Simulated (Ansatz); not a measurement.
B7N7⁻. The state is a doublet with charge -1. Geometry r2SCAN-D4/def2-SVP, that of the neutral singlet; atoms count from 1.

```xyz
14

N    -1.944    0.083   -0.803
B    -0.766    0.156   -1.432
N    -1.262    0.137    1.458
B    -1.558   -0.717    0.348
N    -1.079   -2.110    0.179
N     0.202   -0.988   -1.834
B    -0.348   -1.908   -0.871
N     0.031    1.974    0.729
B     0.009    0.785    1.565
B     0.606    1.469   -0.367
N     1.923    0.661   -0.499
B     1.000    0.058   -1.360
N     1.271    0.141    2.003
B     1.915    0.260    0.886
```

Single mean-field runs in def2-TZVP are fitted with def2-universal-jkfit.

(1) Estimate the Mulliken populations from the PBE0/def2-TZVP orbitals of Ansatz.

(2) Where does the spin sit?

(3) And the Mayer bond orders between heavy atoms (over 0.3)?

Results:

(1) 
```tsv
atom	charge (e)	spin (α − β)
N1	-0.14	0.03
B2	-0.07	0.06
N3	-0.05	0.84
B4	0.03	-0.04
N5	-0.11	0.01
N6	-0.04	0.01
B7	-0.18	0.01
N8	-0.14	0.03
B9	0.03	-0.04
B10	-0.07	0.06
N11	-0.04	0.01
B12	0.07	0.03
N13	-0.11	0.01
B14	-0.18	0.01
```
Mulliken values depend strongly on the basis.

(2) Summed by element: N 0.92, B 0.08, of 1 unpaired in all. Largest on single atoms: N3 0.84, B2 0.06, B10 0.06.

(3) N1–B2 1.90 (1.34 Å); N1–B4 1.21 (1.45 Å); B2–N6 0.81 (1.55 Å); B2–B12 0.49 (1.77 Å); N3–B4 1.24 (1.43 Å); N3–B9 1.24 (1.43 Å); B4–N5 1.06 (1.48 Å); N5–B7 2.21 (1.29 Å); N6–B7 1.17 (1.44 Å); N6–B12 1.26 (1.40 Å); N8–B9 1.21 (1.45 Å); N8–B10 1.90 (1.34 Å); B9–N13 1.06 (1.48 Å); B10–N11 0.81 (1.55 Å); B10–B12 0.49 (1.77 Å); N11–B12 1.26 (1.40 Å); N11–B14 1.17 (1.44 Å); N13–B14 2.21 (1.30 Å).
